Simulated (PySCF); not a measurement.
PySCF 2.14 output of an unrestricted PBE0 calculation on a single atom or ion in aug-cc-pCVQZ-DK, with the spin-free X2C one-electron Hamiltonian (Gaussian nucleus):

```
SCF conv_tol = 1e-09
number electrons alpha = 10  beta = 5
    C. Adamo and V. Barone.,  J. Chem. Phys. 110, 6158 (1999)
    M. Ernzerhof and G. E. Scuseria.,  J. Chem. Phys. 110, 5029 (1999)
cycle= 1 E= -397.940107786363  delta_E= -0.0052  |g|= 0.0109  |ddm|= 0.762
cycle= 2 E= -397.94012532547  delta_E= -1.75e-05  |g|= 0.0023  |ddm|= 0.0711
cycle= 3 E= -397.940126028521  delta_E= -7.03e-07  |g|= 0.000414  |ddm|= 0.011
cycle= 4 E= -397.940126086181  delta_E= -5.77e-08  |g|= 4.7e-05  |ddm|= 0.0042
cycle= 5 E= -397.940126089016  delta_E= -2.83e-09  |g|= 8.9e-06  |ddm|= 0.000872
cycle= 6 E= -397.940126089051  delta_E= -3.49e-11  |g|= 4.4e-07  |ddm|= 0.000109
converged SCF energy = -397.940126089051  <S^2> = 8.7500185  2S+1 = 6.0000062
```

The run itself started from symmetry-adapted Hartree-Fock orbitals and held the occupation by maximum overlap, on a logarithmic radial grid, so the iterations belong to that start.

**Question.** Which element, charge and spin multiplicity is this?

**Answer.** S+ (sulfur, charge +1), multiplicity 6; the state was [Ne] 3s1 3p3 4s1, high-spin 6S determinant (an excited configuration).

The outer electron is Rydberg-like, and this basis confines it to a smaller radius and binds it less than a complete one would.
